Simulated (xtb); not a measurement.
borazine (B₃H₆N₃), SMILES B1NBNBN1. All values are semi-empirical tight-binding results from xtb (GFN2-xTB unless named), good for trends rather than for accurate numbers. Geometry optimised at GFN2-xTB.

**Question.** Estimate the properties. (Estimate from the structure and the level; the computed values follow.)

**Answer.** 
The point group as xtb finds it is D3h, the orbital gap comes out as 6.02 eV and the dipole moment is 0.00 D. The zero-point energy is 56.3 kcal/mol. The G − E(el) at 298.15 K (modified RRHO) is 39.6 kcal/mol and the static polarisability (D4 model) is 62.2 bohr³. The solvation energy, GFN2-xTB/ALPB(water) comes out as -5.1 kcal/mol and the solvation energy, GFN2-xTB/ALPB(methanol) is -6.5 kcal/mol.

**Question.** Give the IR lines (harmonic; lines under 4 % of the strongest left out, lines within 3 cm⁻¹ merged). (An estimate is asked for; the answer gives what the named calculation found.)

**Answer.** ν (cm⁻¹): 832 (m), 1414 (vs), 2583 (s) (against the strongest line: vs over 80 %, s over 45 %, m over 15 %, w over 4 %, vw less)
